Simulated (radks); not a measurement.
Br3+, configuration [Ar] 3d10 4s2 4p1 4f1 (not the ground configuration). Calculated with a radial shooting solver on a logarithmic mesh with Libxc functionals: Dirac Kohn-Sham, XLYP, spin-unpolarised, spherical densities, finite nucleus; open shells are shared between the two j in proportion to 2j + 1; Fermi nuclear charge, rms radius 4.1629 fm.

Normalised radial functions P(r) = r R(r) (large component), r in bohr:

r,3d3/2,4p3/2,4f5/2
0.005305,0.0001,0.0045,0.0000
0.007075,0.0003,0.0077,0.0000
0.009437,0.0006,0.0130,0.0000
0.01259,0.0014,0.0218,0.0000
0.01692,0.0031,0.0363,0.0000
0.02257,0.0068,0.0582,0.0000
0.0301,0.0145,0.0902,0.0000
0.04015,0.0304,0.1337,0.0000
0.05355,0.0619,0.1859,0.0000
0.072,0.1232,0.2379,0.0001
0.09603,0.2282,0.2640,0.0002
0.1281,0.3955,0.2320,0.0006
0.1708,0.6311,0.1115,0.0015
0.2278,0.9109,-0.0946,0.0035
0.3063,1.1721,-0.3227,0.0078
0.4086,1.3001,-0.4279,0.0159
0.5449,1.2290,-0.3009,0.0309
0.7268,0.9747,0.0580,0.0581
0.9694,0.6340,0.5037,0.1060
1.293,0.3246,0.8148,0.1848
1.738,0.1181,0.8244,0.3017
2.318,0.0290,0.5666,0.4313
3.092,0.0041,0.2577,0.5236
4.124,0.0003,0.0708,0.5063
5.501,0.0000,0.0102,0.3570
7.396,0.0000,0.0006,0.1602
9.864,0.0000,0.0000,0.0397
13.16,0.0000,0.0000,0.0044

3d3/2: eigenvalue -113.40 eV, 0 radial nodes, <r> = 0.583 bohr, 90 % of the charge inside 0.959 bohr. 4p3/2: eigenvalue -44.708 eV, 2 radial nodes at r = 0.202, 0.699 bohr, <r> = 1.72 bohr, 90 % of the charge inside 2.53 bohr. 4f5/2: eigenvalue -11.950 eV, 0 radial nodes, <r> = 3.98 bohr, 90 % of the charge inside 5.96 bohr.
